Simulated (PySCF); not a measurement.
Electron correlation in Cu⁺ (copper, charge +1)

[Ar] 3d10, closed-shell 1S. All numbers are calculated (PySCF 2.14, no relativity, point nucleus, in 6-31G*). Frozen: [Ar]; 10 electrons correlated.

Total MP2 correlation energy: -241.84 mhartree.

Same-spin part -88.24 and opposite-spin part -153.60 mhartree; SCS-MP2 scales them by 1/3 and 6/5 to -213.73 mhartree.

```
  level  correlation energy (mhartree)
   CCSD                        -213.29
    (T)                          -5.73
CCSD(T)                        -219.02
```

Diagnostics: T1 = 0.0053, D1 = 0.0075, largest double amplitude 0.031.

Question: Is a single reference adequate?

Answer: Yes: T1 lies below 0.03 and no double amplitude reaches 0.07.
